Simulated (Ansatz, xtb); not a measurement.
# Relative energy of two structures of C3H12BFN2

Structure X: `C[N+](C)(C)[B@H-](N)F`, a singlet. Structure Y: a singlet given by its coordinates. Both are isolated molecules in the gas phase, relaxed with r2SCAN-D4/def2-SVP; the shapes shown needn't be the lowest conformers.

X (Å):

```xyz
19

C    -1.6139    1.2108    1.0828
C    -0.9640    0.4514   -1.1161
C    -0.7666   -1.0402    0.7830
B     0.9304    0.9356    0.6093
F     1.6812    0.0064   -0.1302
N    -0.6821    0.3579    0.3280
N     0.9911    2.3226    0.0904
H    -1.3828    1.1285    2.1538
H    -1.4540    2.2494    0.7636
H    -2.6576    0.9025    0.9010
H    -0.8398    1.5007   -1.4165
H    -0.2339   -0.1669   -1.6544
H    -1.9886    0.1080   -1.3375
H    -0.5092   -1.0786    1.8506
H    -1.7828   -1.4415    0.6290
H    -0.0335   -1.6349    0.2242
H     1.0237    0.8152    1.8321
H     1.5349    2.4026   -0.7669
H     1.3502    3.0045    0.7514
```

Y (Å):

```json
{"atom": "C", "x (Å)": "-0.7564", "y (Å)": "1.6942", "z (Å)": "1.1844"}
{"atom": "C", "x (Å)": "-1.8127", "y (Å)": "0.9975", "z (Å)": "0.3180"}
{"atom": "C", "x (Å)": "-1.0961", "y (Å)": "1.4997", "z (Å)": "-1.9659"}
{"atom": "B", "x (Å)": "-0.9413", "y (Å)": "-0.8889", "z (Å)": "-1.1553"}
{"atom": "F", "x (Å)": "-1.0309", "y (Å)": "-1.3426", "z (Å)": "-2.4713"}
{"atom": "N", "x (Å)": "-1.3373", "y (Å)": "0.5057", "z (Å)": "-0.9515"}
{"atom": "N", "x (Å)": "0.8211", "y (Å)": "-1.0069", "z (Å)": "-0.9756"}
{"atom": "H", "x (Å)": "-1.1959", "y (Å)": "2.0827", "z (Å)": "2.1181"}
{"atom": "H", "x (Å)": "0.0519", "y (Å)": "0.9960", "z (Å)": "1.4660"}
{"atom": "H", "x (Å)": "-0.2961", "y (Å)": "2.5465", "z (Å)": "0.6572"}
{"atom": "H", "x (Å)": "-2.2355", "y (Å)": "0.1467", "z (Å)": "0.8793"}
{"atom": "H", "x (Å)": "-2.6495", "y (Å)": "1.7090", "z (Å)": "0.1505"}
{"atom": "H", "x (Å)": "-1.9691", "y (Å)": "2.1716", "z (Å)": "-2.0899"}
{"atom": "H", "x (Å)": "-0.9293", "y (Å)": "1.0030", "z (Å)": "-2.9343"}
{"atom": "H", "x (Å)": "-0.2207", "y (Å)": "2.1614", "z (Å)": "-1.7686"}
{"atom": "H", "x (Å)": "-1.3306", "y (Å)": "-1.6615", "z (Å)": "-0.2844"}
{"atom": "H", "x (Å)": "1.2748", "y (Å)": "-0.3919", "z (Å)": "-1.6555"}
{"atom": "H", "x (Å)": "1.1447", "y (Å)": "-1.9606", "z (Å)": "-1.1522"}
{"atom": "H", "x (Å)": "1.1255", "y (Å)": "-0.7274", "z (Å)": "-0.0419"}
```

Close contacts (Å): C1–C2 1.53, C2–N6 1.44, C3–N6 1.44, B4–F5 1.39, B4–N6 1.46, B4–N7 1.78, C1–H8 1.10, C1–H9 1.10, C1–H10 1.10, C2–H11 1.10, C2–H12 1.11, C3–H13 1.11, C3–H14 1.10, C3–H15 1.11, B4–H16 1.23, N7–H17 1.02, N7–H18 1.02, N7–H19 1.02.

Q: Which of the two would you expect CCSD(T)/def2-SVP + ΔMP2/def2-TZVPP electronic energies to favour?

A: Structure X; the calculation gives E(Y) − E(X) = +0.219 eV.

How the difference moves with the method:

```csv
level,geometry,E(Y) − E(X) (eV),departure from the last row (eV),"job, with rough time for the two"
r2SCAN-D4/def2-SVP,r2SCAN-D4/def2-SVP,+0.068,−0.151,"optimisation, 65 s"
HF/def2-SVP,r2SCAN-D4/def2-SVP,−0.011,−0.230,part of the CCSD(T) run
MP2/def2-SVP,r2SCAN-D4/def2-SVP,+0.124,−0.096,part of the CCSD(T) run
CCSD(T)/def2-SVP,r2SCAN-D4/def2-SVP,+0.119,−0.100,single point
CCSD(T)/def2-SVP + ΔMP2/def2-TZVPP,r2SCAN-D4/def2-SVP,+0.219,,"single point, 2.4 min"
```

HF/def2-SVP finds them nearly level. The largest departure from CCSD(T)/def2-SVP + ΔMP2/def2-TZVPP is that of HF/def2-SVP, 0.230 eV. Levels run at GFN2-xTB geometries aren't shown. The last row adds to CCSD(T) the change of the MP2 difference between the two basis sets, here +0.100 eV.

With thermal terms from frequencies at re-optimised GFN2-xTB minima (ideal gas, soft modes damped towards free rotors, one conformer each, 298.15 K, 1 atm): on the last row, ΔE + ΔZPE = +0.167, ΔH = +0.210, ΔG = +0.083 eV.

The correlated steps freeze 7 core orbitals. Mirror images aren't counted in ΔG. Codes used: Ansatz 0.2.0, xtb 6.7.1; the last row on 4 threads of Arm Neoverse V1 on a shared host.
